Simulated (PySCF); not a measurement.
C$_{2}$H$_{7}$O (SMILES CC[OH2+]), charge +1, singlet, geometry from GFN2-xTB, atoms displaced at random by about 0.08 Å a coordinate; DF-PBE0/6-31G, gradient run with PySCF.

PySCF was given this input:
```python
from pyscf import gto, scf, dft

mol = gto.M(
    atom='''
C     1.26121159   -0.44024900   -0.04230778
C     0.20323145    0.61995707   -0.00133564
O    -1.30239606   -0.25887289   -0.08839287
H    -2.01133710    0.51393611    0.20653594
H    -0.06386939    1.29510195    0.92321557
H     0.05830027    1.27785677   -0.97703250
H     2.25437932    0.22681162   -0.03148354
H     1.18442710   -1.01209398    0.87401175
H     1.25237817   -1.00355438   -0.91878645
H    -1.24668923   -0.98991588    0.46669039
''',
    basis='6-31g',
    charge=1,
    verbose=4,
)

mf = dft.RKS(mol)
mf.xc = 'pbe0'
mf = mf.density_fit(auxbasis='def2-universal-jkfit')
mf.kernel()
g = mf.nuc_grad_method()
grad = g.kernel()
```

What does PySCF print? Leave out banner, timings and long lists.


```
PySCF version 2.14.0

[INPUT] verbose = 4
[INPUT] num. atoms = 10
[INPUT] num. electrons = 26
[INPUT] charge = 1
[INPUT] spin (= nelec alpha-beta = 2S) = 0
[INPUT] symmetry False subgroup None
[INPUT] Mole.unit = angstrom
[INPUT] Symbol           X                Y                Z      unit          X                Y                Z       unit  Magmom
[INPUT]  1 C      1.261211590000  -0.440249000000  -0.042307780000 AA    2.383344490227  -0.831950036614  -0.079950117138 Bohr   0.0
[INPUT]  2 C      0.203231450000   0.619957070000  -0.001335640000 AA    0.384051780398   1.171549071288  -0.002523993801 Bohr   0.0
[INPUT]  3 O     -1.302396060000  -0.258872890000  -0.088392870000 AA   -2.461171859113  -0.489198863175  -0.167038315664 Bohr   0.0
[INPUT]  4 H     -2.011337100000   0.513936110000   0.206535940000 AA   -3.800876263177   0.971198493424   0.390296361480 Bohr   0.0
[INPUT]  5 H     -0.063869390000   1.295101950000   0.923215570000 AA   -0.120695654843   2.447387988890   1.744624581234 Bohr   0.0
[INPUT]  6 H      0.058300270000   1.277856770000  -0.977032500000 AA    0.110171543288   2.414799321721  -1.846323839799 Bohr   0.0
[INPUT]  7 H      2.254379320000   0.226811620000  -0.031483540000 AA    4.260159495683   0.428611843669  -0.059495268032 Bohr   0.0
[INPUT]  8 H      1.184427100000  -1.012093980000   0.874011750000 AA    2.238242833513  -1.912580434521   1.651642837152 Bohr   0.0
[INPUT]  9 H      1.252378170000  -1.003554380000  -0.918786450000 AA    2.366651745684  -1.896442929308  -1.736254757461 Bohr   0.0
[INPUT] 10 H     -1.246689230000  -0.989915880000   0.466690390000 AA   -2.355901207145  -1.870669899558   0.881917022066 Bohr   0.0

nuclear repulsion = 84.2725604953189
number of shells = 29
number of NR pGTOs = 94
number of NR cGTOs = 41
basis = 6-31g
ecp = {}

******** <class 'pyscf.df.df_jk.DFRKS'> ********
method = DFRKS
initial guess = minao
damping factor = 0
level_shift factor = 0
DIIS = <class 'pyscf.scf.diis.CDIIS'>
diis_start_cycle = 1
diis_space = 8
diis_damp = 0
SCF conv_tol = 1e-09
SCF conv_tol_grad = None
SCF max_cycles = 50
direct_scf = False
XC library pyscf.dft.libxc version 7.1.2
    S. Lehtola, C. Steigemann, M. J. T. Oliveira, and M. A. L. Marques,  SoftwareX 7, 1–5 (2018)
XC functionals = pbe0
    C. Adamo and V. Barone,  J. Chem. Phys. 110, 6158 (1999)
    M. Ernzerhof and G. E. Scuseria,  J. Chem. Phys. 110, 5029 (1999)
radial grids:
    Treutler-Ahlrichs [JCP 102, 346 (1995); DOI:10.1063/1.469408] (M4) radial grids

becke partition: Becke, JCP 88, 2547 (1988); DOI:10.1063/1.454033
pruning grids: <function nwchem_prune>
grids dens level: 3
symmetrized grids: False
atomic radii adjust function: <function treutler_atomic_radii_adjust>
small_rho_cutoff = 0
Set gradient conv threshold to 3.16228e-05
Initial guess from minao.
tot grids = 110976
******** <class 'pyscf.df.df.DF'> ********
auxbasis = def2-universal-jkfit
init E= -155.26705034059
  HOMO = -0.363257369876456  LUMO = -0.0586096448137952  gap/eV = 8.28989
cycle= 1 E= -155.03380543986  delta_E= 0.233  |g|= 0.437  |ddm|= 2.37
  HOMO = -0.54935902852275  LUMO = -0.245962681811334  gap/eV = 8.25584
cycle= 2 E= -154.99510290142  delta_E= 0.0387  |g|= 0.633  |ddm|= 0.731
  HOMO = -0.577205942141738  LUMO = -0.246174176653993  gap/eV = 9.00783
cycle= 3 E= -155.076723798282  delta_E= -0.0816  |g|= 0.0712  |ddm|= 0.421
  HOMO = -0.580366546775029  LUMO = -0.237962447236225  gap/eV = 9.31729
cycle= 4 E= -155.077675620773  delta_E= -0.000952  |g|= 0.0301  |ddm|= 0.0797
  HOMO = -0.579099097360042  LUMO = -0.238018692360002  gap/eV = 9.28127
cycle= 5 E= -155.077898882158  delta_E= -0.000223  |g|= 0.00181  |ddm|= 0.023
  HOMO = -0.578775834096837  LUMO = -0.237742085849387  gap/eV = 9.28000
cycle= 6 E= -155.077900012273  delta_E= -1.13e-06  |g|= 0.000694  |ddm|= 0.00335
  HOMO = -0.578876041433318  LUMO = -0.237893596459987  gap/eV = 9.27860
cycle= 7 E= -155.077900134584  delta_E= -1.22e-07  |g|= 0.000226  |ddm|= 0.00081
  HOMO = -0.578845867353329  LUMO = -0.23785281166031  gap/eV = 9.27889
cycle= 8 E= -155.077900149874  delta_E= -1.53e-08  |g|= 2.03e-05  |ddm|= 0.00024
  HOMO = -0.578850212257808  LUMO = -0.237854282902521  gap/eV = 9.27897
cycle= 9 E= -155.077900150031  delta_E= -1.58e-10  |g|= 2.87e-06  |ddm|= 2.96e-05
  HOMO = -0.578850290516042  LUMO = -0.23785449612393  gap/eV = 9.27897
Extra cycle  E= -155.077900150031  delta_E= -2.56e-13  |g|= 3.42e-06  |ddm|= 6.37e-06
converged SCF energy = -155.077900150031

******** <class 'pyscf.df.grad.rks.Gradients'> for <class 'pyscf.df.df_jk.DFRKS'> ********
unit = Eh/Bohr
grid_response = False
--------------- DFRKS gradients ---------------
         x                y                z
0 C    -0.0233730068    -0.0745668226    -0.0404556660
1 C     0.0399274621    -0.0371286056     0.0286836746
2 O     0.0200934974    -0.1306502693     0.0179826433
3 H    -0.0330080812     0.0621240250     0.0198108489
4 H    -0.0236298738     0.0314443935     0.0283290600
5 H    -0.0084249187     0.0300690654    -0.0381952929
6 H     0.0330964562     0.0328635036    -0.0023177938
7 H    -0.0118626379     0.0092979951    -0.0030956087
8 H     0.0008038003     0.0203641141     0.0310430553
9 H     0.0063679474     0.0561951572    -0.0417979161
----------------------------------------------
```
